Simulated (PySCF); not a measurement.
Identify the unknown among the candidates.

All candidates are C7H12Si.

| technique | computed result |
| --- | --- |
| NMR, other nuclei | isotropic shieldings of nuclei other than C and H, by class: 449 (1 Si) ppm [GIAO PBE0/pcSseg-1] |
| Rotational structure | rotational constants A, B, C: 9.524, 0.393, 0.387 GHz [GFN2-xTB] |
| 1H NMR | chemical shifts (computed TMS as zero) by class: 6.66 (1 H), 5.76 (1 H), 4.32 (3 H), 2.09 (2 H), 1.38 (2 H), 1.09 (3 H) ppm [GIAO PBE0/pcSseg-1] |
| 13C NMR | chemical shifts (computed TMS as zero) by class: 159.6 (1 C), 115.8 (1 C), 115.5 (1 C), 90.3 (1 C), 42.6 (1 C), 28.4 (1 C), 17.2 (1 C) ppm [GIAO PBE0/pcSseg-1] |
| Dipole | 1.69 D [PBE0/pcSseg-1] |

Electronic properties: PySCF, gas phase, density fitting. Levels stand in brackets. The structure is a single GFN2-xTB conformer in the gas phase; no vibrational or solvent corrections. NMR classes are plain means over equivalent atoms (diastereotopic ones count apart unless rotation or inversion swaps them), as if these changed places fast.

Question: Which candidate is it?
A. `C=C[C@]1(C(=C)C)C[SiH2]1`
B. `C=C[C@H](C)C1=C[SiH2]C1`
C. `C=CC[SiH]1CC=CC1`
D. `CCC/C=C/C#C[SiH3]`

Answer: D. It is `CCC/C=C/C#C[SiH3]`. Numbering: `[CH3:1][CH2:2][CH2:3]/[CH:4]=[CH:5]/[C:6]#[C:7][SiH3:8]`. Its formula, C7H12Si, gives 3 degrees of unsaturation: 0 rings and 3 π bonds in the structure found. 7 carbons fall into 7 classes; from least to most shielded: alkene CH carbon [C4] (159.6 ppm), alkyne carbon [C6] (115.8 ppm), alkene CH carbon [C5] (115.5 ppm), alkyne carbon [C7] (90.3 ppm), allylic carbon [C3] (42.6 ppm), chain CH2 carbon [C2] (28.4 ppm), methyl carbon [C1] (17.2 ppm). Hydrogen classes from least to most shielded: 1 H on an alkene CH carbon, C4 (6.66 ppm), 1 H on an alkene CH carbon, C5 (5.76 ppm), 3 H on an SiH3 silicon, Si8 (4.32 ppm), 2 H on an allylic carbon, C3 (2.09 ppm), 2 H on a chain CH2 carbon, C2 (1.38 ppm), 3 H on a methyl carbon, C1 (1.09 ppm). The other shieldings belong to: 449 ppm, SiH3 silicon [Si8]. The optimised geometry has point group C1 and is an asymmetric top.

The others, at the same levels:
- `C=C[C@H](C)C1=C[SiH2]C1` fails: its computed 13C shifts are 177.8 (1 C), 150.7 (1 C), 130.3 (1 C), 122.6 (1 C), 52.0 (1 C), 20.1 (1 C), 19.1 (1 C) ppm, 1H shifts are 5.80 (1 H), 5.65 (1 H), 5.49 (1 H), 5.38 (1 H), 4.81 (1 H), 4.75 (1 H), 2.75 (1 H), 2.16 (1 H), 1.60 (1 H), 1.30 (3 H) ppm and rotational constant A is 3.074 GHz (against 9.524 GHz).
- `C=C[C@]1(C(=C)C)C[SiH2]1` fails: its computed 13C shifts are 158.0 (1 C), 152.6 (1 C), 117.5 (1 C), 109.9 (1 C), 34.3 (1 C), 28.8 (1 C), 15.1 (1 C) ppm, 1H shifts are 6.76 (1 H), 5.24 (1 H), 5.23 (1 H), 4.95 (1 H), 4.59 (1 H), 2.96 (1 H), 2.55 (1 H), 2.06 (3 H), 1.54 (1 H), 1.32 (1 H) ppm and rotational constant A is 2.119 GHz (against 9.524 GHz).
- `C=CC[SiH]1CC=CC1` fails: it has 5 carbon classes against 7; its computed 13C shifts are 142.9 (1 C), 138.3 (2 C), 119.3 (1 C), 26.5 (1 C), 18.7 (2 C) ppm, 1H shifts are 6.13 (1 H), 6.09 (2 H), 5.32 (1 H), 5.17 (1 H), 4.59 (1 H), 1.82 (2 H), 1.68 (2 H), 1.55 (2 H) ppm and rotational constant A is 3.538 GHz (against 9.524 GHz).

Each candidate is one conformer, not necessarily the lowest. The conformers computed, where there is a choice (atom-mapped SMILES and torsion angles):
- `[CH3:1][CH2:2][CH2:3]/[CH:4]=[CH:5]/[C:6]#[C:7][SiH3:8]`: C1–C2–C3–C4 179°, C2–C3–C4–C5 118°
- `[CH2:1]=[CH:2][C@H:3]([CH3:4])[C:5]1=[CH:6][SiH2:7][CH2:8]1`: C1–C2–C3–C4 -129°, C2–C3–C5–C6 111°
- `[CH2:1]=[CH:2][C@:3]1([C:4](=[CH2:5])[CH3:6])[CH2:7][SiH2:8]1`: C1–C2–C3–C4 168°, C2–C3–C4–C5 -108°

The conformers of `C=CC[SiH]1CC=CC1` aren't listed.
